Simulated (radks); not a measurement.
Values are calculated unless marked as measured or tabulated.
Q: Successive ionisation energies (eV) of one element, from differences of total energies of ions in their ground configurations, starting at charge 0: 9.522, 17.682, 27.887, 37.777, 59.647, 71.576, 124.12, 146.45, 169.65, 193.69, 218.52, 244.11. Level of theory: Dirac Kohn-Sham, LDA (Slater exchange, Perdew-Wang correlation), spin-unpolarised, spherical densities, finite nucleus; open shells fill j = l - 1/2 first; Fermi nuclear charge, rms radius 4.7423 fm (a radial shooting solver on a logarithmic mesh with Libxc functionals). Which element is it?

A: Tellurium (Z = 52). The first species listed is Te in [Kr] 4d10 5s2 5p4, the last Te11+ in [Kr] 4d5.
